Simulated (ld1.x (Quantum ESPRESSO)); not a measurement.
**Ir (Z = 77), TM: configuration errors across variants**

```
Element                 : Ir (Z = 77)
Generator               : ld1.x (Quantum ESPRESSO) 7.5
Type                    : norm-conserving Troullier–Martins (Kleinman–Bylander form)
Functional              : PBEsol
Relativity              : scalar-relativistic
Frozen core             : [Xe] 4f14
Valence charge          : 9
Reference configuration : 5d7 6s1.75 6p0.25
Partial waves           : 6s (bound): rc 2.20 bohr; 6p (bound): rc 3.40 bohr; 5d (bound): rc 2.00 bohr
Local potential         : the d channel
Core correction         : a·sin(br)/r model core inside 1.15 bohr
```

All-electron excitation energies from the reference (eV): (1) 5d7 6s2 6p0 -1.310; (2) 5d7 6s1 6p0 8.618; (3) 5d7 6s0 6p0 26.114; (4) 5d7 6s1.5 6p0 2.749; (5) 5d7.5 6s1.5 6p0 -1.588.

Tests that are not counted but printed errors over 1 eV. “base”: 5d7 6s0 6p1 (solver errors, printed error -1.9 eV); 5d7 6s0 6p2 (solver errors, printed error -10.7 eV). “wave 5d (bound): rc 2.00 bohr becomes 5d (bound): rc 1.28 bohr”: 5d7 6s0 6p1 (solver errors, printed error -3.0 eV); 5d7 6s0 6p2 (solver errors, printed error -415 eV). “wave 5d (bound): rc 2.00 bohr becomes 5d (bound): rc 1.60 bohr”: 5d7 6s0 6p1 (solver errors, printed error -3.0 eV); 5d7 6s0 6p2 (solver errors, printed error -10.7 eV). “wave 5d (bound): rc 2.00 bohr becomes 5d (bound): rc 1.86 bohr”: 5d7 6s0 6p1 (solver errors, printed error -3.0 eV); 5d7 6s0 6p2 (solver errors, printed error -10.7 eV). “wave 5d (bound): rc 2.00 bohr becomes 5d (bound): rc 2.20 bohr”: 5d7 6s0 6p1 (solver errors, printed error -3.0 eV); 5d7 6s0 6p2 (solver errors, printed error -10.7 eV).

A true bound ghost makes a file unfit for plane-wave use even where its test errors are small: the radial tests pick states by their node count and pass the ghost by. Where a test does run into it, the solver fails or the error is huge.

Errors AE − PS in meV (a dash: test not solved or not reliable):

| change | (1) | (2) | (3) | (4) | (5) | bound ghosts |
| --- | --- | --- | --- | --- | --- | --- |
| base | +0.3 | -10.0 | -50 | -2.4 | -13 | s, p |
| wave 5d (bound): rc 2.00 bohr becomes 5d (bound): rc 1.28 bohr | +0.3 | -10.0 | -49 | -2.4 | -14 | s, p |
| wave 5d (bound): rc 2.00 bohr becomes 5d (bound): rc 1.60 bohr | +0.3 | -10.0 | -50 | -2.3 | -14 | s, p |
| wave 5d (bound): rc 2.00 bohr becomes 5d (bound): rc 1.86 bohr | +0.2 | -10 | -50 | -2.4 | -13 | s, p |
| wave 5d (bound): rc 2.00 bohr becomes 5d (bound): rc 2.20 bohr | +0.3 | -9.8 | -49 | -2.3 | -14 | s, p |
| wave 5d (bound): rc 2.00 bohr becomes 5d (bound): rc 2.68 bohr | +0.2 | -9.2 | -47 | -2.2 | -13 | s |
| wave 5d (bound): rc 2.00 bohr becomes 5d (bound): rc 3.02 bohr | +0.1 | -11 | -58 | -2.3 | -9.7 | s |

Task: Give the same row for: wave 5d (bound): rc 2.00 bohr becomes 5d (bound): rc 2.50 bohr.

Result: +0.2, -9.4, -47, -2.3, -13; bound ghosts: s, p. Not counted: 5d7 6s0 6p2 (solver errors, printed error -460 eV).
